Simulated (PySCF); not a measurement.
Computed with PySCF with ωB97X-D3(BJ)/def2-TZVP // PBE0-D3(BJ)/def2-SVP. Gas-phase values, no solvent. One relaxed conformer stands for a flexible species; it need not be the lowest. Delta-SCF ions had no search for a lower state. Excitations are Tamm–Dancoff values on a coarser integration grid. The basis has no diffuse functions, so Rydberg states are missing or too high.

Reference species (SMILES): `C=Cc1ccc(C(F)(F)F)cc1` (C–C–C–C torsion 179°) (neutral, multiplicity 1).

The S1–T1 gap (TDA) is 1.89 eV. The S1 excitation (TDA) is 5.20 eV and the vertical electron affinity (Delta-SCF) is -0.05 eV.

Changed species: `FC(F)(F)/C=C/c1ccccc1` (C–C–C–C torsion 180°).

Task: Give the shifts of the S1–T1 gap (TDA), S1 excitation (TDA) and vertical electron affinity (Delta-SCF).

Result: the S1–T1 gap (TDA) stays essentially unchanged; the S1 excitation (TDA) is nearly the same; the vertical electron affinity (Delta-SCF) increases by 0.05 eV, to 0.00 eV.
